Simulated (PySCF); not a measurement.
Tc+ (technetium, charge +1) across methods

[Kr] 4d5 5p1, high-spin 7P determinant (an excited configuration). Computed with PySCF 2.14 in dyall-av2z (22s15p11d2f, 136 functions), with the non-relativistic Hamiltonian (point nucleus).

```tsv
method	E (hartree)	mean ε 4p β (eV)	mean ε 4d α (eV)	mean ε 5p α (eV)	Σ⟨r²⟩ (bohr²)	⟨S²⟩
UHF	-4204.43743	-59.007	-23.246	-9.736	49.24	12.001
PBE0	-4206.13	-53.165	-18.581	-8.523	47.95	12.000
revPBE	-4206.20	-50.707	-16.761	-7.966	47.88	12.000
PBE	-4205.99	-50.760	-16.802	-7.999	47.87	12.000
LDA	-4201.89	-51.105	-16.880	-8.119	47.60	12.000
PBEsol	-4203.85	-50.791	-16.784	-8.002	47.65	12.000
BP86	-4206.86	-50.983	-16.836	-8.117	47.65	12.000
r2SCAN	-4206.47	-51.381	-17.204	-8.047	47.69	12.001
```

A non-relativistic calculation at this Z misses sizeable relativistic shifts.
